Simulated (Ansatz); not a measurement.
System: sum formula ZrH4S (charge 0, singlet). SMILES: [SH][ZrH3]
Geometry: optimised at B3LYP-D3(BJ)/def2-TZVP (Ansatz, an electronic-structure program).

Parts of the frozen-core correlation energy in STO-3G (Ansatz, hartree). Frozen orbitals: 23; correlated occupied orbitals by spin: 7 and 7; virtual: 10 and 10. No spin-orbit coupling. In def2 rows, elements after Kr have scalar-relativistic effective core potentials. STO-3G rows are all-electron and non-relativistic.

```csv
term,value
reference (HF),-3898.73341
MP2 opposite-spin,-0.07058
MP2 same-spin,-0.00937
CCSD correlation,-0.10855
(T),-0.00331
T1 diagnostic,0.023
largest doubles amplitude,0.070
```
